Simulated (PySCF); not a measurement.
How methods differ on the excitation energy of Co²⁺

Co²⁺ [Ar] 3d7 (4F) → Co²⁺ [Ar] 3d6 4p1 (high-spin determinant), as a difference of total energies. Calculation: PySCF 2.14, in aug-cc-pVDZ-DK (7s6p4d2f, 59 functions); scalar relativity by spin-free X2C-1e. Correlated levels: valence: [Ar] frozen. The calculations carry no spin-orbit coupling.

| method | excitation energy (eV) |
| --- | --- |
| UHF | 10.836 |
| MP2 (valence) | 12.167 |
| SCS-MP2 (valence) | 12.343 |
| CCSD (valence) | 11.975 |
| CCSD(T) (valence) | 11.969 |

How much does correlation contribute at CCSD(T) (valence)?

11.969 − (10.836) = 1.133 eV, measured against UHF.

The determinant of the upper state mixes LS terms, which raises its energy above the lowest term, most at the Hartree-Fock and MP2 levels.
